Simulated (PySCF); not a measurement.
## Assignment exercise: C5H5ClO2Si

Molfile (atoms numbered from 1):
```
C5H5ClO2Si
     RDKit          3D

 14 14  0  0  0  0  0  0  0  0999 V2000
   -0.4952   -2.0700    1.5916 O   0  0  0  0  0  0  0  0  0  0  0  0
   -0.2091   -1.3421    0.6701 C   0  0  0  0  0  0  0  0  0  0  0  0
    1.1879   -0.8953    0.4642 C   0  0  0  0  0  0  0  0  0  0  0  0
    1.5841    0.2915   -0.0202 C   0  0  0  0  0  0  0  0  0  0  0  0
    3.2665    0.6527   -0.1524 Cl  0  0  0  0  0  0  0  0  0  0  0  0
    0.6806    1.3998   -0.4256 C   0  0  0  0  0  0  0  0  0  0  0  0
    1.1171    2.4355   -0.8734 O   0  0  0  0  0  0  0  0  0  0  0  0
   -1.2038    1.0789   -0.1950 Si  0  0  0  0  0  4  0  0  0  0  0  0
   -1.2107   -0.8251   -0.3136 C   0  0  0  0  0  0  0  0  0  0  0  0
    1.9345   -1.5980    0.8123 H   0  0  0  0  0  0  0  0  0  0  0  0
   -1.6113    1.5496    1.1274 H   0  0  0  0  0  0  0  0  0  0  0  0
   -1.9511    1.7022   -1.2824 H   0  0  0  0  0  0  0  0  0  0  0  0
   -0.9060   -1.1156   -1.3195 H   0  0  0  0  0  0  0  0  0  0  0  0
   -2.1842   -1.2645   -0.1056 H   0  0  0  0  0  0  0  0  0  0  0  0
  1  2  2  0
  2  3  1  0
  3  4  2  0
  4  5  1  0
  4  6  1  0
  6  7  2  0
  6  8  1  0
  8  9  1  0
  9  2  1  0
  3 10  1  0
  8 11  1  0
  8 12  1  0
  9 13  1  0
  9 14  1  0
M  END
```

[PySCF: coordinates at the GFN2-xTB level; GIAO PBE0/pcSseg-1 shieldings; one computed conformer; no relativistic terms; no solvent; equivalent nuclei averaged]

Referencing at the same level of theory: TMS for ¹³C (σref 186.93), ¹H (σref 31.72).

Q: Assign these signals to the numbered atoms. ¹³C{¹H} NMR (computed): δ 221.5, 198.1, 161.4, 148.7, 37.1.

A: 
221.5 → C6, carbonyl carbon
198.1 → C2, ketone carbonyl carbon: low-lying n→π* states of the double bond to the heteroatom give a large paramagnetic term (-259 ppm)
161.4 → C4, β carbon of a C=C–C=O unit: conjugation with the carbonyl draws π density from the β position
148.7 → C3, β carbon of a C=C–C=O unit
37.1 → C9, sp3 CH2 bonded to Si, α to a carbonyl: the adjacent C=O deshields it moderately

Q: Assign these signals to the numbered atoms. ¹H NMR (400 MHz, computed): δ 7.37 (s, 1H), 4.50 (m, 2H), 2.79 (m, 2H).

A: 
7.37 → H10, hydrogen on a β carbon of a C=C–C=O unit: a vinylic proton, deshielded by the sp2 carbon and the C=C anisotropy
4.50 → H11/H12, hydrogen on a silicon bonded to 2 C, in a 6-membered ring
2.79 → H13/H14, hydrogen on an sp3 CH2 bonded to Si, α to a carbonyl: α to C=O

Carbons that carry Cl, above all several Cl atoms, come out too deshielded, partly because spin–orbit coupling is missing. Shifts are as computed. Against solution values, carbons near 30 ppm lie about +3 ppm off and those near 130 ppm about +5 ppm; carbons on Cl a further +6 ppm. Of 1309 compounds with measured shifts, 239 miss one by over three times the rms of a fit or turn the order of signals round; such compounds aren't used in these exercises. Multiplicities follow the n + 1 count of equivalent neighbours, as no J values were calculated; m marks all less simple cases, F and P coupling included.
